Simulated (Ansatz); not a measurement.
Molecule: C2HClF2 (charge 0, singlet). 
Coordinates optimised at B3LYP-D3(BJ)/def2-TZVP (Ansatz, an electronic-structure program):
SMILES: FC(F)=CCl
```xyz
6

C      0.4934    -0.5969     0.0116
C     -0.7993    -0.3316     0.0744
F     -1.7238    -1.2674     0.2000
F     -1.3440     0.8633     0.0232
Cl     1.6824     0.6366    -0.1521
H      0.8441    -1.6141     0.0623
```
Charge 0, spin multiplicity 1.

Basis-set convergence of Hartree-Fock and MP2 correlation energies (hartree) with Ansatz. Correlated levels leave the core frozen unless marked. Spin-orbit coupling is left out. Non-relativistic.

| basis | functions | E(HF) | E(corr, MP2) |
|---|---|---|---|
| cc-pV(D+d)Z | 84 | -734.67063 | -0.76524 |
| cc-pV(T+d)Z | 173 | -734.77664 | -0.99676 |
| cc-pV(Q+d)Z | 314 | -734.80156 | -1.08296 |

Extrapolating the two largest sets (X = 3 and 4) as X^-3: E(corr) = (64·(-1.08296) - 27·(-0.99676))/37 = -1.1459 Eh, an estimate of the basis-set limit. The largest set recovers 94.5 % of it, the smallest 66.8 %.
